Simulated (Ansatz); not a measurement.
Reaction: CHNO (SMILES N=C=O) + H+ → CH2NO+ (SMILES C(=[NH2+])=O)
Each species at its own B3LYP-D3(BJ)/def2-TZVP minimum (Ansatz, an electronic-structure program), one conformer.

Wanted: proton affinity (electronic), positive where energy is released, in kcal/mol. UHF or UKS for unpaired electrons; spin-orbit terms are left out. CBS(X,Y): correlation extrapolated as X^-3, Hartree-Fock from the larger set (Q,5: extrapolated as (X+1)exp(-9√X)). A bracket is a step between two methods taken in the basis named. The functionals are non-relativistic, so their misses hold any scalar relativity. Double hybrids freeze cores in their MP2 part. '+ core + X2C': CCSD(T) terms for core correlation (cc-pwCVTZ) and scalar relativity (cc-pVTZ-DK).

CCSD(T)/CBS(cc-pVQZ,cc-pV5Z) + [CCSDT(Q) - CCSD(T)]/cc-pVTZ + core + X2C (Ansatz) gives 179.0 kcal/mol.

**Question.** What does PBE/def2-TZVPD (Ansatz) give here, and how do the other levels compare?

**Answer.** PBE gives 176.5 kcal/mol, 2.5 kcal/mol below it. Differences of the others: r2SCAN/def2-TZVPD (Ansatz) -1.7; wB97M-V/def2-TZVPD (Ansatz) -1.8; B2PLYP/def2-TZVPD (Ansatz) -1.7; CCSD(T)/CBS(cc-pVQZ,cc-pV5Z) + core + X2C (Ansatz) 0.0 kcal/mol. Nearer than PBE: r2SCAN/def2-TZVPD, wB97M-V/def2-TZVPD, B2PLYP/def2-TZVPD, CCSD(T)/CBS(cc-pVQZ,cc-pV5Z) + core + X2C.
